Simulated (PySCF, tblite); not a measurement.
Isomers of C7H17NSi, one GFN2-xTB conformer each. Single-point energies are computed at PBE0/pcSseg-1 (PySCF, gas phase, no added dispersion term), electronic only.

**Question.** Rank them by PBE0/pcSseg-1 energy, lowest first (kJ/mol).
A. `[CH3:1][CH2:2][C@H:3]1[CH2:4][Si@@H:5]([N:6]([CH3:7])[CH3:8])[CH2:9]1` with C1–C2–C3–C4 177°, C4–Si5–N6–C7 150°, C2–C3–C4–Si5 139°, C3–C4–Si5–N6 -125°, C4–Si5–C9–C3 13°, C2–C3–C9–Si5 -138°
B. `[CH3:1][C:2]([CH3:3])([CH3:4])[C@H:5]1[CH2:6][NH:7][SiH2:8][CH2:9]1` with C2–C5–C6–N7 172°, C5–C6–N7–Si8 -32°, C6–N7–Si8–C9 10°, N7–Si8–C9–C5 15°

**Answer.** B (0.0), A (71.6).

As drawn, the lower has an N–H bond and a quaternary carbon, which the higher lacks; the higher has a four-membered ring, which the lower lacks. GFN2-xTB itself gives, in the same order: 0.0, 92.3. Both levels put the same isomer lowest.

**Question.** Which frontier levels, dipoles and rotational constants go with these structures?

**Answer.** 
```
                   SMILES  HOMO (eV, PBE0/pcSseg-1)  LUMO (eV)  dipole (D)       A, B, C (MHz)
 CC(C)(C)[C@H]1CN[SiH2]C1                     -6.44       0.87        0.87  2559, 859.6, 767.4
CC[C@H]1C[Si@@H](N(C)C)C1                     -6.27       1.05        0.92  2978, 661.3, 618.5
```

**Question.** What happens when harmonic zero-point energies from GFN2-xTB frequencies are added?

**Answer.** 
| SMILES | ZPE (kJ/mol) | electronic (kJ/mol) | with ZPE (kJ/mol) |
| --- | --- | --- | --- |
| CC(C)(C)[C@H]1CN[SiH2]C1 | 595.1 | 0.0 | 0.0 |
| CC[C@H]1C[Si@@H](N(C)C)C1 | 597.1 | 71.6 | 73.6 |

The zero-point energies span 2.0 kJ/mol. The order is unchanged.
